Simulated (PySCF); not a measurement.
## Spectroscopy problems

[PySCF 2.14: PBE0/pcSseg-1 with gauge-including orbitals; geometry from GFN2-xTB; non-relativistic; isolated molecule; averaged over atoms made equivalent by symmetry, fast rotation or ring inversion; one computed conformer]

Scale: ¹H and ¹³C against TMS (reference shieldings calculated alike). Where no couplings were computed, multiplicities follow the n + 1 count of equivalent neighbours, and m marks all less simple cases (inequivalent or close neighbours, rings, F or P nearby). Shifts are as computed. Against solution values, carbons near 30 ppm lie about +3 ppm off and those near 130 ppm about +5 ppm. Of 1211 compounds with measured shifts, 218 miss one by over three times the rms of a fit or turn the order of signals round; such compounds aren't used in these exercises. OH and NH positions are gas-phase values without hydrogen bonding to other molecules.

Problem. C4H8O3Si. ¹H NMR (500 MHz, computed): δ 5.30 (br s, 1H), 5.01 (t, 2H), 2.64 (s, 3H), 2.39 (t, 2H). ¹³C{¹H} NMR (computed): δ 217.5 (C), 205.4 (C), 39.0 (CH2), 27.7 (CH3). Give a structure.

Solution. `CC(=O)C(=O)C[SiH2]O`. Rings plus π bonds: 2 (no ring in the answer). 4 carbon signals for 4 carbons: no two carbons are equivalent. Carbon types of the structure: 2 × C, 1 × CH2, 1 × CH3, leaving 3 H on heteroatoms. δC 217.5, 205.4: ketone carbonyl carbon; low-lying n→π* states of the double bond to the heteroatom give a large paramagnetic term (-286 ppm). δC 27.7: methyl carbon α to a carbonyl; α to the electron-withdrawing carbonyl group. δH 5.30: hydrogen on an oxygen bonded to Si; exchangeable, gas-phase position. δH 2.64: hydrogen on a methyl carbon α to a carbonyl; α to C=O.

The data come from this structure; uniqueness wasn't tested.

Problem. C7H12. ¹H NMR (400 MHz, computed): δ 1.82 (m, 2H), 1.80 (m, 2H), 1.55 (m, 1H), 1.20 (m, 1H), 1.04 (d, 3H), 0.90 (m, 2H), 0.28 (m, 1H). ¹³C{¹H} NMR (computed): δ 31.4 (CH2), 29.2 (CH), 24.6 (CH2), 19.3 (CH3), 16.5 (CH). Give a structure.

Solution. SMILES C1CC[C@@H]2[C@@H](C)[C@@H]21. Rings plus π bonds: 2 (2 rings in the answer). 5 carbon signals for 7 carbons: some carbons are equivalent by symmetry or fast rotation. Carbon types of the structure: 3 × CH, 3 × CH2, 1 × CH3, which accounts for all hydrogens. δC 19.3: methyl carbon; a saturated carbon with 1 carbon neighbour and no heteroatom attached. δH 1.82, 1.80, 1.55, 1.20: hydrogen on an sp3 CH2 in a ring; far from electronegative atoms and π systems. δH 1.04: hydrogen on a methyl carbon; far from electronegative atoms and π systems. δH 0.90, 0.28: hydrogen on a three-membered-ring carbon; cyclopropane-type protons are shielded by the ring.

This is the structure that produced the data.
